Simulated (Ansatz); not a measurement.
The cluster Cs₅⁻. The state is a quintet with charge -1. Geometry PBE0/def2-TZVPD; atoms count from 1.

```xyz
5

Cs   -5.732   -1.473    0.355
Cs    3.132    1.828   -1.690
Cs   -0.265   -1.027    1.418
Cs   -2.267    1.516   -2.927
Cs    5.133   -0.845    2.844
```

In the def2 sets Cs takes a core potential; there is no spin–orbit coupling. At PBE0/def2-TZVPD a singlet of charge -1 lies 0.56 eV below the quintet, each at its own geometry. The structure comes from a short search, and lower isomers may exist.

Estimate the Mulliken populations from the PBE0/def2-TZVPD orbitals of Ansatz.


```
atom  charge (e)  spin (α − β)
 Cs1       -0.18          0.97
 Cs2       -0.21          0.80
 Cs3       -0.21          0.44
 Cs4       -0.21          0.80
 Cs5       -0.18          0.97
```
Mulliken values and Mayer orders depend strongly on the basis. With diffuse functions, as here, like atoms can get unlike values, and bond orders can come out too low or too high.

Where does the spin sit?

Summed by element: Cs 4.00, of 4 unpaired in all. Largest on single atoms: Cs1 0.97, Cs5 0.97, Cs2 0.80.
